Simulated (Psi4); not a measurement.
C$_{2}$H$_{5}$S (SMILES CC[S-]), charge -1, singlet, geometry from GFN2-xTB (a gas-phase anion, which may not be bound at this level), atoms displaced at random by about 0.08 Å a coordinate; R2SCAN/6-31G, gradient in Psi4.

The Psi4 input:
```
memory 2 GB

molecule mol {
-1 1
C     1.569553    0.730698   -0.022799
C    -0.059057    0.804826   -0.029104
S    -0.717133   -0.912818    0.197875
H    -0.400894    1.309530    0.832059
H    -0.339336    1.412068   -0.783487
H     1.880981    1.655434   -0.018703
H     1.912975   -0.066639    0.809401
H     1.844781    0.171930   -0.734734
symmetry c1
no_reorient
no_com
}

set {
  basis 6-31g
  reference rks
}

gradient('r2scan')
print_variables()
```

Output, abridged:

```
gradient() will perform analytic gradient computation.

   => Loading Basis Set <=

    Name: 6-31G
    Role: ORBITAL
    Keyword: BASIS

         ---------------------------------------------------------
                                   SCF
               by Justin Turney, Rob Parrish, Andy Simmonett
                          and Daniel G. A. Smith
                              RKS Reference
         ---------------------------------------------------------

  ==> Geometry <==

    Molecular point group: c1
    Full point group: C1

    Geometry (in Angstrom), charge = -1, multiplicity = 1:

       Center              X                  Y                   Z               Mass
    ------------   -----------------  -----------------  -----------------  -----------------
         C            1.569553000000     0.730698000000    -0.022799000000    12.000000000000
         C           -0.059057000000     0.804826000000    -0.029104000000    12.000000000000
         S           -0.717133000000    -0.912818000000     0.197875000000    31.972071174400
         H           -0.400894000000     1.309530000000     0.832059000000     1.007825032230
         H           -0.339336000000     1.412068000000    -0.783487000000     1.007825032230
         H            1.880981000000     1.655434000000    -0.018703000000     1.007825032230
         H            1.912975000000    -0.066639000000     0.809401000000     1.007825032230
         H            1.844781000000     0.171930000000    -0.734734000000     1.007825032230

  Running in c1 symmetry.

  Rotational constants: A =      0.91213  B =      0.18223  C =      0.16007 [cm^-1]
  Rotational constants: A =  27344.83443  B =   5463.19970  C =   4798.70322 [MHz]
  Nuclear repulsion =   97.343975395288581

  Charge       = -1
  Multiplicity = 1
  Electrons    = 34
  Nalpha       = 17
  Nbeta        = 17

  ==> Algorithm <==

  SCF Algorithm Type is DF.
  DIIS enabled.
  MOM disabled.
  Fractional occupation disabled.
  Guess Type is SAD.
  Energy threshold   = 1.00e-08
  Density threshold  = 1.00e-08
  Integral threshold = 1.00e-12

  ==> Primary Basis <==

  Basis Set: 6-31G
    Blend: 6-31G
    Number of shells: 27
    Number of basis functions: 41
    Number of Cartesian functions: 41
    Spherical Harmonics?: false
    Max angular momentum: 1

  ==> DFT Potential <==

   => LibXC <=

    Version 7.1.2
    S. Lehtola, C. Steigemann, M. J. T. Oliveira, and M. A. L. Marques,  SoftwareX 7, 1–5 (2018) (10.1016/j.softx.2017.11.002)

   => Composite Functional: R2SCAN <=

    r2SCAN Meta-GGA XC Functional  (0.1021/acs.jpclett.0c02405)
    J. W. Furness, A. D. Kaplan, J. Ning, J. P. Perdew, J. Sun  J. Phys. Chem. Lett.  11, 8208–8215, 2020

    Deriv               =              1
    GGA                 =           TRUE
    Meta                =           TRUE

    Exchange Hybrid     =          FALSE
    MP2 Hybrid          =          FALSE

   => Exchange Functionals <=

    1.0000   XC_MGGA_X_R2SCAN

   => Correlation Functionals <=

    1.0000   XC_MGGA_C_R2SCAN

   => LibXC Density Thresholds  <==

    XC_MGGA_C_R2SCAN:  1.00E-15
    XC_MGGA_X_R2SCAN:  1.00E-11

   => Molecular Quadrature <=

    Radial Scheme          =       TREUTLER
    Pruning Scheme         =           NONE
    Nuclear Scheme         =       TREUTLER

    Blocking Scheme        =         OCTREE
    BS radius alpha        =              1
    Pruning alpha          =              1
    Radial Points          =             75
    Spherical Points       =            302
    Total Points           =         171632
    Total Blocks           =           1337
    Max Points             =            256
    Max Functions          =             41
    Weights Tolerance      =       1.00E-15

   => Loading Basis Set <=

    Name: (6-31G AUX)
    Role: JKFIT
    Keyword: DF_BASIS_SCF

  ==> Integral Setup <==

  SCF_SUBTYPE=INCORE selected. In-core MEM_DF algorithm will be used.
  Using in-core AOs.

  ==> MemDFJK: Density-Fitted J/K Matrices <==

    J tasked:                   Yes
    K tasked:                    No
    wK tasked:                   No
    Algorithm:                 Core
    Schwarz Cutoff:           1E-12
    Mask sparsity (%):       0.8328
    Fitting Condition:        1E-10

   => Auxiliary Basis Set <=

  Basis Set: (6-31G AUX)
    Blend: CC-PVDZ-JKFIT
    Number of shells: 129
    Number of basis functions: 417
    Number of Cartesian functions: 417
    Spherical Harmonics?: false
    Max angular momentum: 3

  Minimum eigenvalue in the overlap matrix is 1.0774352740E-02.
  Reciprocal condition number of the overlap matrix is 2.1212111498E-03.
    Using symmetric orthogonalization.

  ==> Pre-Iterations <==

  SCF Guess: Superposition of Atomic Densities via on-the-fly atomic UHF (no occupation information).

   -------------------------
    Irrep   Nso     Nmo
   -------------------------
     A         41      41
   -------------------------
    Total      41      41
   -------------------------

  ==> Iterations <==

                           Total Energy        Delta E     RMS |[F,P]|

   @DF-RKS iter SAD:  -476.71014103841321   -4.76710e+02   0.00000e+00
   @DF-RKS iter   1:  -476.89803509292108   -1.87894e-01   1.77223e-02 ADIIS/DIIS
   @DF-RKS iter   2:  -476.80134850337674    9.66866e-02   2.03643e-02 ADIIS/DIIS
   @DF-RKS iter   3:  -477.22329957241664   -4.21951e-01   2.12757e-03 ADIIS/DIIS
   @DF-RKS iter   4:  -477.22776028327570   -4.46071e-03   9.43712e-04 ADIIS/DIIS
   @DF-RKS iter   5:  -477.22869859895502   -9.38316e-04   1.62626e-04 ADIIS/DIIS
   @DF-RKS iter   6:  -477.22872010980058   -2.15108e-05   7.01963e-05 DIIS
   @DF-RKS iter   7:  -477.22872522589375   -5.11609e-06   7.07072e-06 DIIS
   @DF-RKS iter   8:  -477.22872529220024   -6.63065e-08   6.74302e-07 DIIS
   @DF-RKS iter   9:  -477.22872529284905   -6.48811e-10   1.22756e-07 DIIS
   @DF-RKS iter  10:  -477.22872529287326   -2.42153e-11   1.53917e-08 DIIS
[...]
    DOCC [    17 ]
    NA   [    17 ]
    NB   [    17 ]

  @DF-RKS Final Energy:  -477.22872529287292

   => Energetics <=

    Nuclear Repulsion Energy =             97.3439753952885809
    One-Electron Energy =                -856.6979965494213047
    Two-Electron Energy =                 320.7639709955312810
    DFT Exchange-Correlation Energy =     -38.6386751342714874
    Empirical Dispersion Energy =           0.0000000000000000
    VV10 Nonlocal Energy =                  0.0000000000000000
    Total Energy =                       -477.2287252928729231

Computation Completed

Properties will be evaluated at   0.000000,   0.000000,   0.000000 [a0]

Properties computed using the SCF density matrix

 Multipole Moments:

 ------------------------------------------------------------------------------------
     Multipole            Electronic (a.u.)      Nuclear  (a.u.)        Total (a.u.)
 ------------------------------------------------------------------------------------

 L = 1.  Multiply by 2.5417464519 to convert [e a0] to [Debye]
 Dipole X            :         -3.6066317            4.7004197            1.0937880
 Dipole Y            :          3.3481533           -1.7189346            1.6292187
 Dipole Z            :         -5.9728340            5.5919226           -0.3809114
 Magnitude           :                                                    1.9989546

 ------------------------------------------------------------------------------------

         ------------------------------------------------------------
                                   SCF GRAD
                          Rob Parrish, Justin Turney,
                       Andy Simmonett, and Alex Sokolov
         ------------------------------------------------------------

  ==> Geometry <==

    Molecular point group: c1
    Full point group: C1

    Geometry (in Angstrom), charge = -1, multiplicity = 1:

       Center              X                  Y                   Z               Mass
    ------------   -----------------  -----------------  -----------------  -----------------
         C            1.569553000000     0.730698000000    -0.022799000000    12.000000000000
         C           -0.059057000000     0.804826000000    -0.029104000000    12.000000000000
         S           -0.717133000000    -0.912818000000     0.197875000000    31.972071174400
         H           -0.400894000000     1.309530000000     0.832059000000     1.007825032230
         H           -0.339336000000     1.412068000000    -0.783487000000     1.007825032230
         H            1.880981000000     1.655434000000    -0.018703000000     1.007825032230
         H            1.912975000000    -0.066639000000     0.809401000000     1.007825032230
         H            1.844781000000     0.171930000000    -0.734734000000     1.007825032230

  Nuclear repulsion =   97.343975395288581

  ==> Basis Set <==

  Basis Set: 6-31G
    Blend: 6-31G
    Number of shells: 27
    Number of basis functions: 41
    Number of Cartesian functions: 41
    Spherical Harmonics?: false
    Max angular momentum: 1

  ==> DFJKGrad: Density-Fitted SCF Gradients <==

    Gradient:                    1
    J tasked:                  Yes
    K tasked:                   No
    wK tasked:                  No
    Integrals threads:           1
    Schwarz Cutoff:          1E-12
    Fitting Condition:       1E-10

   => Auxiliary Basis Set <=

  Basis Set: (6-31G AUX)
    Blend: CC-PVDZ-JKFIT
    Number of shells: 129
    Number of basis functions: 417
    Number of Cartesian functions: 417
    Spherical Harmonics?: false
    Max angular momentum: 3

  ==> DFT Potential <==

   => LibXC <=

    Version 7.1.2
    S. Lehtola, C. Steigemann, M. J. T. Oliveira, and M. A. L. Marques,  SoftwareX 7, 1–5 (2018) (10.1016/j.softx.2017.11.002)

   => Composite Functional: R2SCAN <=

    r2SCAN Meta-GGA XC Functional  (0.1021/acs.jpclett.0c02405)
    J. W. Furness, A. D. Kaplan, J. Ning, J. P. Perdew, J. Sun  J. Phys. Chem. Lett.  11, 8208–8215, 2020

    Deriv               =              1
    GGA                 =           TRUE
    Meta                =           TRUE

    Exchange Hybrid     =          FALSE
    MP2 Hybrid          =          FALSE

   => Exchange Functionals <=

    1.0000   XC_MGGA_X_R2SCAN

   => Correlation Functionals <=

    1.0000   XC_MGGA_C_R2SCAN

   => LibXC Density Thresholds  <==

    XC_MGGA_C_R2SCAN:  1.00E-15
    XC_MGGA_X_R2SCAN:  1.00E-11

   => Molecular Quadrature <=

    Radial Scheme          =       TREUTLER
    Pruning Scheme         =           NONE
    Nuclear Scheme         =       TREUTLER

    Blocking Scheme        =         OCTREE
    BS radius alpha        =              1
    Pruning alpha          =              1
    Radial Points          =             75
    Spherical Points       =            302
    Total Points           =         171632
    Total Blocks           =           1337
    Max Points             =            256
    Max Functions          =             41
    Weights Tolerance      =       1.00E-15

  -Total Gradient:
     Atom            X                  Y                   Z
    ------   -----------------  -----------------  -----------------
       1        0.107468421650     0.057249231668    -0.135865326862
       2       -0.069300214761     0.055761067101    -0.057010101322
       3        0.013287508292     0.012264321429     0.012574210132
       4        0.000864385078    -0.020164720376    -0.031006145892
       5        0.024414581201    -0.031734523374     0.071990185079
       6       -0.054028632813    -0.100054719733    -0.007389777457
       7        0.016904645637    -0.050077482633     0.013164992831
       8       -0.040049196078     0.074257864483     0.134104731381

  Variable Map:
  ----------------------------------------------------------------------------
[...]
  Array Variable Map:
  ----------------------------------------------------------------------------
[...]
[...]
```
